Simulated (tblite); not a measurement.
C2H4O2, triplet, geometry from GFN2-xTB (a higher spin typed on purpose: for a closed-shell molecule this is an excited state); GFN1-xTB run with tblite 0.6.0.

The tblite input:
```
$ tblite run mol.xyz --method gfn1 --charge 0 --spin 2 --grad --json tblite.json --no-restart

# file mol.xyz
8

C     -1.29370611    -0.45495980     0.07134256
C      0.08819231     0.33727888     0.11862454
O      0.99930282    -0.36540853     0.85431055
O      0.29821376     0.79544544    -1.06284776
H     -2.03228451     0.19607021    -0.38031375
H     -1.19809768    -1.37897758    -0.49959502
H     -1.51107589    -0.65825986     1.11601260
H      1.59440817    -0.89304257     0.29239111
```

The log (banner, timings and long lists left out):

```
xTB calculator
 | screened Coulomb repulsion
 | Coulomb electrostatics
 |  * isotropic Klopman-Ohno-Mataga-Nishimoto electrostatics
 |  * onsite third-order electrostatics
 | DFT-D3(BJ) dispersion correction

halogen bonding energy    0.0000000000000E+00 Eh
repulsion energy          1.0901696574166E-01 Eh
dispersion energy        -1.7263765083394E-03 Eh
number of electrons       2.4000000000000E+01 e
integral cutoff           1.9731147476801E+01 bohr

------------------------------------------------------------
  cycle        total energy    energy error   density error
------------------------------------------------------------
      1     -15.29869809185  -1.5405989E+01   6.4782666E-01
      2     -15.57551980926  -2.7682172E-01   3.5749705E-01
      3     -15.58401315412  -8.4933449E-03   1.9190535E-01
      4     -15.58962772942  -5.6145753E-03   9.6791436E-02
      5     -15.60605860186  -1.6430872E-02   1.1340783E-02
      6     -15.60624657452  -1.8797266E-04   3.0271417E-03
      7     -15.60626234342  -1.5768894E-05   6.1328505E-04
      8     -15.60626244629  -1.0286911E-07   4.3182642E-04
      9     -15.60626282197  -3.7568534E-07   1.7745546E-04
     10     -15.60626289174  -6.9766569E-08   4.1214546E-06
------------------------------------------------------------

electronic energy        -1.5713553480973E+01 Eh
total energy             -1.5606262891740E+01 Eh

Post processing:
 | Mayer-Wiberg bond orders

[Info] Tight-binding results written to 'tblite.txt'
[Info] JSON dump of results written to 'tblite.json'
```
